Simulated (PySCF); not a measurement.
Can point charges reproduce the dipole moment of `O[Si@H]1NCC[SiH2]N[SiH2]N1`?

Coordinates (GFN2-xTB, Å) and charges (e) from the PBE0/pcSseg-1 density (PySCF):

```tsv
atom	x	y	z	Mulliken	IAO	Hirshfeld	ESP-fitted
O1	-2.581	1.411	-0.655	-0.5635	-0.7941	-0.3049	-0.7359
Si2	-1.253	1.456	0.286	+1.0960	+1.3142	+0.4546	+0.9326
N3	-1.150	0.029	1.247	-0.6818	-0.6987	-0.2509	-0.9207
C4	-1.358	-1.290	0.688	-0.0144	-0.1324	-0.0251	+0.1444
C5	-0.336	-1.693	-0.379	-0.5652	-0.5669	-0.1676	-0.3334
Si6	1.471	-1.546	0.186	+0.7528	+0.8781	+0.3629	+0.6284
N7	2.210	-0.105	-0.429	-0.8309	-0.9573	-0.3381	-0.8019
Si8	1.698	1.551	-0.608	+0.8689	+1.0070	+0.3950	+0.6041
N9	0.007	1.698	-0.871	-0.8456	-0.9716	-0.3312	-0.8309
H10	-3.417	1.217	-0.241	+0.2439	+0.3676	+0.1779	+0.4696
H11	-1.307	2.544	1.263	-0.1444	-0.1866	-0.0973	-0.1659
H12	-0.383	0.023	1.901	+0.2067	+0.2554	+0.1059	+0.4290
H13	-2.360	-1.297	0.247	+0.1103	+0.1345	+0.0357	+0.0640
H14	-1.345	-2.020	1.504	+0.1184	+0.1345	+0.0384	+0.0591
H15	-0.488	-1.061	-1.253	+0.1536	+0.1541	+0.0358	+0.1495
H16	-0.551	-2.719	-0.683	+0.1384	+0.1475	+0.0409	+0.0690
H17	2.267	-2.652	-0.368	-0.1126	-0.1395	-0.0899	-0.1548
H18	1.550	-1.618	1.660	-0.1185	-0.1731	-0.0967	-0.1578
H19	3.211	-0.195	-0.506	+0.2190	+0.2679	+0.1142	+0.3628
H20	2.368	2.071	-1.803	-0.1285	-0.1480	-0.0860	-0.1136
H21	2.033	2.293	0.615	-0.1247	-0.1766	-0.0962	-0.1143
H22	-0.297	1.924	-1.802	+0.2223	+0.2839	+0.1227	+0.4169
```

Question: Compute μ = Σ q r for each scheme (1 e·Å = 4.803 D) and compare with the dipole of the full density.

Answer: The full density gives (-0.33, -0.89, -0.03) D, 0.95 D in size; dipole vectors point from the negative to the positive end.

```json
{"scheme": "Mulliken", "μx": "0.78", "μy": "-0.35", "μz": "1.44", "size (D)": "1.67", "share of the full size (%)": "176", "angle to the full dipole (°)": "90"}
{"scheme": "IAO", "μx": "0.84", "μy": "-0.20", "μz": "1.60", "size (D)": "1.82", "share of the full size (%)": "192", "angle to the full dipole (°)": "95"}
{"scheme": "Hirshfeld", "μx": "-0.33", "μy": "-0.13", "μz": "0.20", "size (D)": "0.41", "share of the full size (%)": "43", "angle to the full dipole (°)": "56"}
{"scheme": "ESP-fitted", "μx": "-0.34", "μy": "-0.86", "μz": "0.00", "size (D)": "0.93", "share of the full size (%)": "98", "angle to the full dipole (°)": "2"}
```

Question: Which set comes closest?

Answer: Length of the difference vector: ESP-fitted 0.04 D, Hirshfeld 0.80 D, Mulliken 1.92 D, IAO 2.12 D. Closest: ESP-fitted. ESP charges are fitted to the potential around the molecule, whose slowest-falling term is the dipole's. The schemes that divide the density aren't constrained to reproduce the dipole.

Question: What is left for the Hirshfeld atoms' own dipoles?

Answer: The shares of the density sum to the whole, so what Σ q r misses lies in dipoles about the nuclei. The atomic dipoles sum to (-0.33, -0.89, -0.03) − (-0.33, -0.13, 0.20) = (0.00, -0.76, -0.23) D, 0.80 D in size.

Question: With the origin at the mean of the coordinates, (0.000, 0.001, 0.000) Å, which are the largest single terms, by size, of the Mulliken dipole along the direction of the full one?

Answer: Si8 -8.44, N9 +6.37, Si2 -4.95, C5 -4.66, Si6 +3.38 D; all 22 atoms together +0.01 D. The single terms depend on the origin, their sum doesn't.

Question: Give the size of the full dipole in other units.

Answer: 0.95 D = 0.373 au = 0.197 e·Å = 3.16 × 10⁻³⁰ C·m.

Geometry: GFN2-xTB, one conformer, isolated molecule.
